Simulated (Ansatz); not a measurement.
This geometry of H2 + H4HfO4 (11 atoms, charge 0, multiplicity 1) is a first-order saddle point.

Method: RKS BLYP/def2-SVP (Ansatz 0.2.0).

```xyz
11
Properties=species:S:1:pos:R:3
Hf -0.002 0.215 -0.048
O 1.464 -1.424 0.194
O -0.802 -0.720 -1.593
O -1.562 1.152 0.669
O 1.227 1.675 -0.498
H 0.855 -1.270 1.242
H 0.165 -0.697 1.823
H 1.265 -2.295 -0.206
H -1.562 -0.601 -2.185
H -2.291 1.336 1.280
H 1.242 2.628 -0.677
```

**Question.** Which two structures does it join? (They come from a converged band through this point; their orientation in space is the band's.)

**Answer.** Bonds broken: H6–H7. Bonds formed: Hf1–H7, O2–H6. H2 + H4HfO4 becomes H6HfO4.

Initial state:

```xyz
11
Properties=species:S:1:pos:R:3
Hf -0.400 0.271 -0.601
O 0.490 -1.336 0.081
O -1.167 -0.102 -2.357
O -1.818 0.790 0.637
O 0.908 1.713 -0.750
H 1.608 -1.161 2.373
H 1.967 -1.198 3.050
H 0.849 -2.226 0.198
H -1.609 -0.156 -3.214
H -2.438 1.028 1.337
H 1.609 2.377 -0.754
```

Final state:

```xyz
11
Properties=species:S:1:pos:R:3
Hf -0.240 0.339 0.226
O 1.579 -1.223 -0.146
O -0.731 -1.000 -1.210
O -1.956 1.180 0.594
O 1.064 1.782 0.000
H 1.688 -1.759 0.667
H 0.009 -0.483 1.912
H 1.033 -1.772 -0.761
H -1.561 -1.073 -1.712
H -2.675 1.764 0.871
H 1.791 2.244 -0.442
```

**Question.** How far does it lie above each of them?

**Answer.** 1.22 eV above the first and 0.31 eV above the second. This is the barrier of this one path; another mechanism may lie lower. The orbitals stay closed-shell, which can raise the energy where a bond breaks towards radicals; this wasn't checked here.

Run time: 12 min on 2 threads of Arm Neoverse V1, on a shared host, peak memory 0.17 GiB.
